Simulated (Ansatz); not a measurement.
**Nudged elastic band run: CH$_{7}$FSeSiSn**

The input (input.yaml):

```yaml
crystal:
  periodic: [false, false, false]
  atoms:
    - { symbol: F, position_ang: [-2.150213, 1.416721, 0.499876] }
    - { symbol: Sn, position_ang: [-0.360116, 2.147949, 0.775562] }
    - { symbol: Se, position_ang: [0.883972, 0.12841, 1.63529] }
    - { symbol: C, position_ang: [-0.107848, -1.16215, 0.507443] }
    - { symbol: Si, position_ang: [0.703774, -1.387857, -1.181487] }
    - { symbol: H, position_ang: [-0.480518, 3.357112, 1.977324] }
    - { symbol: H, position_ang: [0.080104, 2.694972, -0.783225] }
    - { symbol: H, position_ang: [-0.107045, -2.101442, 1.081138] }
    - { symbol: H, position_ang: [-1.151443, -0.820762, 0.433112] }
    - { symbol: H, position_ang: [2.102912, -1.879826, -1.010314] }
    - { symbol: H, position_ang: [-0.06625, -2.373147, -2.004805] }
    - { symbol: H, position_ang: [0.729671, -0.07518, -1.896014] }
basis:
  gaussian: { orbitals: def2-SVP }
hamiltonian:
  xc: pbe0
neb:
  order_check: false
  images: 7
  f_tol: 0.05
  max_iterations: 38
  spring: 0.1
  final_atoms:
    - { symbol: F, position_ang: [-1.67030874, 0.78172806, 1.98315505] }
    - { symbol: Sn, position_ang: [-0.62367352, 2.26120389, 1.25430972] }
    - { symbol: Se, position_ang: [1.14720172, 1.03912251, -0.0614207] }
    - { symbol: C, position_ang: [-0.06399759, -0.41358223, -0.62114353] }
    - { symbol: Si, position_ang: [0.91572951, -1.99631831, -0.94995193] }
    - { symbol: H, position_ang: [0.02668953, 3.12270241, 2.57995892] }
    - { symbol: H, position_ang: [-1.76927364, 3.10814775, 0.3051151] }
    - { symbol: H, position_ang: [-0.78226904, -0.5957017, 0.19342497] }
    - { symbol: H, position_ang: [-0.61608506, -0.10257386, -1.52058272] }
    - { symbol: H, position_ang: [1.53950097, -2.48377805, 0.31443857] }
    - { symbol: H, position_ang: [-0.01337863, -3.03927427, -1.48433566] }
    - { symbol: H, position_ang: [1.98686448, -1.73687619, -1.9590678] }
  initial_path:
    images:
      - { positions_ang: [[-2.150213, 1.416721, 0.499876], [-0.360116, 2.147949, 0.775562], [0.883972, 0.12841, 1.63529], [-0.107848, -1.16215, 0.507443], [0.703774, -1.387857, -1.181487], [-0.480518, 3.357112, 1.977324], [0.080104, 2.694972, -0.783225], [-0.107045, -2.101442, 1.081138], [-1.151443, -0.820762, 0.433112], [2.102912, -1.879826, -1.010314], [-0.06625, -2.373147, -2.004805], [0.729671, -0.07518, -1.896014]] }
      - { positions_ang: [[-2.19718401, 1.41616383, 0.81022404], [-0.4520106, 2.16028423, 0.85834142], [0.92142611, 0.18988434, 1.48789317], [-0.08269544, -1.07869215, 0.3873305], [0.76801158, -1.48758218, -1.19205946], [-0.41293946, 3.39314374, 2.02785707], [-0.17508643, 2.73681617, -0.71367862], [-0.21490271, -1.95818032, 0.98373756], [-1.07551708, -0.66468108, 0.20153269], [2.0710719, -2.0442365, -0.8731263], [-0.02947553, -2.45006658, -1.99042106], [0.95630167, -0.26805349, -1.95373101]] }
      - { positions_ang: [[-2.24415501, 1.41560665, 1.12057208], [-0.5439052, 2.17261945, 0.94112083], [0.95888022, 0.25135868, 1.34049634], [-0.05754288, -0.99523431, 0.267218], [0.83224915, -1.58730737, -1.20263193], [-0.34536092, 3.42917547, 2.07839014], [-0.43027686, 2.77866034, -0.64413223], [-0.32276043, -1.81491865, 0.88633711], [-0.99959115, -0.50860016, -0.03004662], [2.0392318, -2.208647, -0.73593859], [0.00729894, -2.52698616, -1.97603711], [1.18293234, -0.46092697, -2.01144802]] }
      - { positions_ang: [[-2.29112602, 1.41504948, 1.43092012], [-0.6357998, 2.18495468, 1.02390025], [0.99633433, 0.31283303, 1.19309951], [-0.03239032, -0.91177646, 0.14710549], [0.89648673, -1.68703255, -1.21320439], [-0.27778237, 3.46520721, 2.12892321], [-0.6854673, 2.82050452, -0.57458585], [-0.43061814, -1.67165697, 0.78893667], [-0.92366523, -0.35251923, -0.26162592], [2.0073917, -2.3730575, -0.59875089], [0.04407341, -2.60390574, -1.96165317], [1.40956301, -0.65380046, -2.06916502]] }
      - { positions_ang: [[-2.33809702, 1.4144923, 1.74126816], [-0.7276944, 2.19728991, 1.10667966], [1.03378844, 0.37430737, 1.04570268], [-0.00723776, -0.82831861, 0.02699299], [0.9607243, -1.78675773, -1.22377686], [-0.21020383, 3.50123894, 2.17945629], [-0.94065773, 2.86234869, -0.50503947], [-0.53847586, -1.5283953, 0.69153623], [-0.8477393, -0.19643831, -0.49320523], [1.9755516, -2.537468, -0.46156319], [0.08084788, -2.68082532, -1.94726923], [1.63619368, -0.84667395, -2.12688203]] }
      - { positions_ang: [[-2.17114995, 1.25630124, 1.80173988], [-0.70168918, 2.2132684, 1.14358718], [1.06214176, 0.54051115, 0.76892183], [-0.02142772, -0.72463452, -0.13504114], [0.94947561, -1.83914788, -1.15532063], [-0.15098049, 3.40660481, 2.27958194], [-1.14781171, 2.92379845, -0.30250083], [-0.59942415, -1.2952219, 0.56700841], [-0.78982574, -0.1729722, -0.7500496], [1.86653894, -2.52404551, -0.26756275], [0.05729125, -2.77043755, -1.83153583], [1.72386138, -1.06922451, -2.08492847]] }
      - { positions_ang: [[-2.00420288, 1.09811018, 1.86221161], [-0.67568396, 2.2292469, 1.18049469], [1.09049508, 0.70671494, 0.49214099], [-0.03561767, -0.62095042, -0.29707527], [0.93822691, -1.89153802, -1.08686439], [-0.09175715, 3.31197067, 2.3797076], [-1.35496569, 2.98524822, -0.09996219], [-0.66037245, -1.0620485, 0.4424806], [-0.73191218, -0.14950608, -1.00689397], [1.75752629, -2.51062302, -0.07356231], [0.03373462, -2.86004979, -1.71580244], [1.81152908, -1.29177507, -2.04297492]] }
      - { positions_ang: [[-1.83725581, 0.93991912, 1.92268333], [-0.64967874, 2.24522539, 1.21740221], [1.1188484, 0.87291872, 0.21536015], [-0.04980763, -0.51726632, -0.4591094], [0.92697821, -1.94392817, -1.01840816], [-0.03253381, 3.21733654, 2.47983326], [-1.56211967, 3.04669798, 0.10257645], [-0.72132074, -0.8288751, 0.31795279], [-0.67399862, -0.12603997, -1.26373835], [1.64851363, -2.49720053, 0.12043813], [0.010178, -2.94966203, -1.60006905], [1.89919678, -1.51432563, -2.00102136]] }
      - { positions_ang: [[-1.67030874, 0.78172806, 1.98315505], [-0.62367352, 2.26120389, 1.25430972], [1.14720172, 1.03912251, -0.0614207], [-0.06399759, -0.41358223, -0.62114353], [0.91572951, -1.99631831, -0.94995193], [0.02668953, 3.12270241, 2.57995892], [-1.76927364, 3.10814775, 0.3051151], [-0.78226904, -0.5957017, 0.19342497], [-0.61608506, -0.10257386, -1.52058272], [1.53950097, -2.48377805, 0.31443857], [-0.01337863, -3.03927427, -1.48433566], [1.98686448, -1.73687619, -1.9590678]] }
```

Launched with:

```bash
$ ansatz run input.yaml --threads 2 --pin off --max-ram 3072MiB --backend cpu --events-out ev --progress --plain --runs-dir out
```

Output, in part (warnings, iteration lines, the closing report on the highest movable image, with atoms numbered from 0):

```
NEB end point (image 0): max|allowed force component| = 7.387e-3 eV/Å (the criterion of neb.relax_end_points is 1.000e-2)
NEB end point (image 8): max|allowed force component| = 1.554e-2 eV/Å (the criterion of neb.relax_end_points is 1.000e-2)
NEB iter   1: max|band force component| = 2.867e0 eV/Å  barrier→ = 0.5035 eV  barrier← = 0.4972 eV  Δτ_max = 0.2000 Å  (234 SCF iters)
NEB iter   2: max|band force component| = 1.059e0 eV/Å  barrier→ = 0.1398 eV  barrier← = 0.1334 eV  Δτ_max = 0.1400 Å  (211 SCF iters)
NEB iter   3: max|band force component| = 3.750e-1 eV/Å  barrier→ = 0.1011 eV  barrier← = 0.0947 eV  CI = image 3  Δτ_max = 0.0951 Å  (216 SCF iters)
NEB iter   4: max|band force component| = 1.735e-1 eV/Å  barrier→ = 0.0716 eV  barrier← = 0.0652 eV  CI = image 3  Δτ_max = 0.0206 Å  (219 SCF iters)
NEB iter   5: max|band force component| = 4.611e-2 eV/Å  barrier→ = 0.0704 eV  barrier← = 0.0640 eV  CI = image 3  Δτ_max = 0.0497 Å  (191 SCF iters)
NEB iter   6: max|band force component| = 9.003e-2 eV/Å  barrier→ = 0.0681 eV  barrier← = 0.0617 eV  CI = image 3  Δτ_max = 0.0249 Å  (31 SCF iters)
NEB iter   7: max|band force component| = 9.291e-2 eV/Å  barrier→ = 0.0670 eV  barrier← = 0.0606 eV  CI = image 3  Δτ_max = 0.0249 Å  (203 SCF iters)
NEB iter   8: max|band force component| = 6.790e-2 eV/Å  barrier→ = 0.0659 eV  barrier← = 0.0596 eV  CI = image 3  Δτ_max = 0.0249 Å  (210 SCF iters)
NEB iter   9: max|band force component| = 4.404e-2 eV/Å  barrier→ = 0.0648 eV  barrier← = 0.0584 eV  CI = image 3  Δτ_max = 0.0497 Å  (203 SCF iters)
NEB iter  10: max|band force component| = 3.018e-2 eV/Å  barrier→ = 0.0627 eV  barrier← = 0.0564 eV  CI = image 3  Δτ_max = 0.0736 Å  (30 SCF iters)
NEB iter  11: max|band force component| = 6.890e-2 eV/Å  barrier→ = 0.0599 eV  barrier← = 0.0535 eV  CI = image 3  Δτ_max = 0.0369 Å  (30 SCF iters)
NEB iter  12: max|band force component| = 3.875e-2 eV/Å  barrier→ = 0.0576 eV  barrier← = 0.0513 eV  CI = image 3  Δτ_max = 0.0367 Å  (218 SCF iters)
NEB iter  13: max|band force component| = 4.024e-2 eV/Å  barrier→ = 0.0559 eV  barrier← = 0.0495 eV  CI = image 3  Δτ_max = 0.0735 Å  (30 SCF iters)
NEB iter  14: max|band force component| = 4.304e-2 eV/Å  barrier→ = 0.0517 eV  barrier← = 0.0453 eV  CI = image 3  Δτ_max = 0.0733 Å  (30 SCF iters)
NEB iter  15: max|band force component| = 4.672e-2 eV/Å  barrier→ = 0.0485 eV  barrier← = 0.0421 eV  CI = image 2  Δτ_max = 0.0368 Å  (30 SCF iters)
NEB iter  16: max|band force component| = 4.672e-2 eV/Å  barrier→ = 0.0486 eV  barrier← = 0.0423 eV  CI = image 2  Δτ_max = 0.0368 Å  (31 SCF iters)
NEB iter  17: max|band force component| = 4.672e-2 eV/Å  barrier→ = 0.0479 eV  barrier← = 0.0416 eV  CI = image 2  Δτ_max = 0.0368 Å  (31 SCF iters)
NEB iter  18: max|band force component| = 4.672e-2 eV/Å  barrier→ = 0.0474 eV  barrier← = 0.0411 eV  CI = image 3  Δτ_max = 0.0367 Å  (30 SCF iters)
NEB iter  19: max|band force component| = 4.008e-2 eV/Å  barrier→ = 0.0470 eV  barrier← = 0.0406 eV  CI = image 4  Δτ_max = 0.0735 Å  (31 SCF iters)
NEB iter  20: max|band force component| = 3.763e-2 eV/Å  barrier→ = 0.0466 eV  barrier← = 0.0402 eV  CI = image 3  Δτ_max = 0.0000 Å  (219 SCF iters)
Total energy: -82899.10839147 eV, -3046.4860423528 hartree
Atom 0 at    -2.396865     1.944807     1.598699 Å, force    -0.005487     0.013608     0.013702 eV/Å
Atom 1 at    -0.564526     2.239849     1.009388 Å, force    -0.019142    -0.026653    -0.026167 eV/Å
Atom 2 at     0.737261     0.131564     1.445098 Å, force     0.011960    -0.014262     0.024896 eV/Å
Atom 3 at    -0.184393    -1.067529     0.168903 Å, force    -0.012017     0.010566    -0.021250 eV/Å
Atom 4 at     0.973514    -1.600890    -1.226394 Å, force     0.003156     0.010432     0.015906 eV/Å
Atom 5 at     0.043566     3.508390     1.977158 Å, force     0.012388    -0.007454    -0.011833 eV/Å
Atom 6 at    -0.755153     2.531495    -0.664970 Å, force     0.001646     0.002176    -0.000772 eV/Å
Atom 7 at    -0.535900    -1.929862     0.754876 Å, force     0.010007     0.001114     0.006812 eV/Å
Atom 8 at    -1.082223    -0.576106    -0.233488 Å, force    -0.001187    -0.000587    -0.000506 eV/Å
Atom 9 at     2.220574    -2.183664    -0.648176 Å, force    -0.000621    -0.000162    -0.002873 eV/Å
Atom 10 at     0.299123    -2.632940    -2.075734 Å, force    -0.000165     0.005713    -0.003280 eV/Å
Atom 11 at     1.322020    -0.420313    -2.071459 Å, force    -0.000539     0.005507     0.005363 eV/Å
Dipole moment:     0.272993     0.062846    -0.270222 e Å
```

The run converged. The band force fell under the threshold earlier too, but the program's further tests of the path sent the band on. The order of the stationary point at the top wasn't checked.

Final band (atoms are numbered from 1 in the order of the input):

```csv
image,path coordinate (Å),energy (eV),dihedral Sn2–Se3–C4–H9 (°)
0,0.00,0.000,-36
1,0.76,0.015,-24
2,1.53,0.046,-15
3,2.38,0.047,-10
4,3.63,0.043,20
5,4.47,0.031,37
6,5.31,0.020,54
7,6.14,0.012,70
8,6.96,0.006,85
```

Time of the run: 8.5 min on 2 threads of Arm Neoverse V1, with other jobs on the host, peak memory 0.48 GiB.
